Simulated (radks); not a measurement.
Task: The gold ion Au+, [Xe] 4f14 5d10. Method: non-relativistic Kohn-Sham, exchange-only B88, spin-polarised, spherical densities, point nucleus; computed with a radial shooting solver on a logarithmic mesh with Libxc functionals. Every spin shell is full or empty, so the densities are truly spherical. Functionals are evaluated on that one density, not self-consistently. Rank these exchange functionals by their error against the exact value of the orbitals, and give that value: LDA, B88, PBEsol, RPBE, PW86, OPTX, SOGGA, B86b, G96, EV93, TPSS, revTPSS, SCAN, Tao-Mo, MVS.

Result: Exact: -337.907 hartree. From best to worst, with 100 (|E| - |E exact|)/|E exact| (equal figures are ties): B86b +0.03, SCAN +0.08, B88 +0.10, MVS +0.10, RPBE -0.19, PW86 -0.36, TPSS -0.39, EV93 -0.48, G96 +0.49, Tao-Mo -0.81, revTPSS -0.87, PBEsol -1.77, SOGGA -1.78, OPTX +1.91, LDA -3.79.
